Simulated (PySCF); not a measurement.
These are B3LYP-D3(BJ)/def2-TZVP // TPSS-D3(BJ)/def2-SVP in PySCF 2.14.0 values and carry that method's errors. Gas-phase values, no solvent. One relaxed conformer stands for a flexible species; it need not be the lowest. B3LYP has the VWN-RPA correlation part, as in Gaussian. 

Reference species: [Cd(OH)(Cl)] (neutral, multiplicity 1).

```yaml
HOMO: -8.10 eV
mean_distance_from_the_central_atom_to_its_bonded_neighbours: 2.136 Å
LUMO: -2.31 eV
coordination_number: 2
```

Changed species: [Cd(OH)(F)] (Y = F; the reference has Y = Cl).

What does the change do to the HOMO, mean distance from the central atom to its bonded neighbours, LUMO and coordination number?

the HOMO drops by 0.15 eV, to -8.25 eV; the mean distance from the central atom to its bonded neighbours decreases by 0.184 Å, to 1.952 Å; the LUMO decreases by 0.03 eV, to -2.34 eV; the coordination number is nearly the same.
